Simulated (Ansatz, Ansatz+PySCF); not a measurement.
```json
{"atom": "N", "x (Å)": "0.0436", "y (Å)": "-0.0227", "z (Å)": "-1.2037"}
{"atom": "N", "x (Å)": "-0.0394", "y (Å)": "0.0049", "z (Å)": "-0.0379"}
{"atom": "O", "x (Å)": "-0.0400", "y (Å)": "0.0017", "z (Å)": "1.0748"}
```

Basis set: def2-SVP (spherical functions). Correlated methods keep 3 orbitals frozen. Charge 0, multiplicity 1.

Computed with Ansatz (development build ahead of 0.2.0); each method stands on the lowest determinant of its kind that the runs found. Restricted open shells among the atoms or ions are ROHF, correlated in semicanonical orbitals with singles. Restricted functionals stand beside restricted open-shell atoms, which can lie above the unrestricted atoms usual in DFT and then raise those values.

Question: Give the atomization energy at this shape (free ground-state atoms in the same class of orbitals less the molecule, no zero-point energy) of singlet N₂O by ωB97X (restricted), ωB97X (unrestricted), r²SCAN (restricted), r²SCAN (unrestricted), PBE (restricted), PBE (unrestricted), PBE0 (restricted), PBE0 (unrestricted), RHF-CCSD(T), RHF-CCSD, UHF-CCSD(T), UHF-CCSD, RHF-MP2, UHF-MP2, UHF, RHF.

Answer:

```csv
method,atomization energy
ωB97X (restricted),1133.8 kJ/mol
ωB97X (unrestricted),1108.8 kJ/mol
r²SCAN (restricted),1152.4 kJ/mol
r²SCAN (unrestricted),1131.2 kJ/mol
PBE (restricted),1304.0 kJ/mol
PBE (unrestricted),1293.6 kJ/mol
PBE0 (restricted),1149.2 kJ/mol
PBE0 (unrestricted),1135.9 kJ/mol
RHF-CCSD(T),980.8 kJ/mol
RHF-CCSD,921.1 kJ/mol
UHF-CCSD(T),976.8 kJ/mol
UHF-CCSD,919.1 kJ/mol
RHF-MP2,1091.7 kJ/mol
UHF-MP2,1014.8 kJ/mol
UHF,317.7 kJ/mol
RHF,346.0 kJ/mol
```

Caution: the shape is not the minimum. Caution for UHF-CCSD(T), UHF-CCSD, UHF-MP2, UHF: the unrestricted determinant is spin contaminated. Caution for UHF-MP2: another reference gives a lower total.
